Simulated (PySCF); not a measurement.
# Two-component Hartree-Fock for Co²⁺ (cobalt, charge +2)

Start: [Ar] 3d7; 3d3/2 filled at m_j = +1/2, +3/2; 3d5/2 filled at m_j = -3/2, -1/2, +1/2, +3/2, +5/2. Calculated with PySCF 2.14 in x2c-SVPall-2c with one added diffuse shell each of s, d type (6s5p4d1f, 48 functions): generalised Hartree-Fock with the X2C-1e Hamiltonian and a Gaussian nucleus; one run each with spin-orbit coupling (SO) switched off, then screened by Boettger's factors. This is a chosen level, not necessarily the ground level.

```csv
spinor shell,electrons,"ε, spin-free (eV)","ε, screened SO (eV)",weight of nominal j (screened SO),"rms radius, screened SO (bohr)"
1s1/2,2,-7793.1,-7793.1,1.000,0.0649
2s1/2,2,-983.34,-983.30,1.000,0.276
2p1/2,2,-841.43,-852.05,0.996,0.247
3s1/2,2,-144.47,-144.45,1.000,0.833
3p3/2,4,-101.31,-100.13,0.818,0.891
3p1/2,2,-101.31,-103.65,0.636,0.888
3d5/2,5,-37.016,-38.098,0.580,1.12
3d3/2,2,-37.016,-34.316,0.679,1.17
```

Q: Where does 2p3/2 lie, and what is the 2p spin-orbit splitting (screened SO)?

A: At -836.18 eV, 15.872 eV above 2p1/2.

```csv
quantity,spin-free,screened SO
E (hartree),-1390.82871,-1390.85070
M_J,9/2,9/2
⟨J²⟩,24.756,24.756
⟨L²⟩,12.003,12.019
⟨S²⟩,3.753,3.748
```

Each row is a mean over spinors that exchange with the open shell spreads, by up to 14.007 eV (3p3/2).

Rows whose weight is well below 1 are mixtures of j = l ± 1/2: exchange outweighs spin-orbit coupling there, and the label is only the starting occupation.

Without spin-orbit coupling the j labels of p, d and f shells carry no meaning; the spin-free column gives the mean over the occupied spinors of each nl shell.
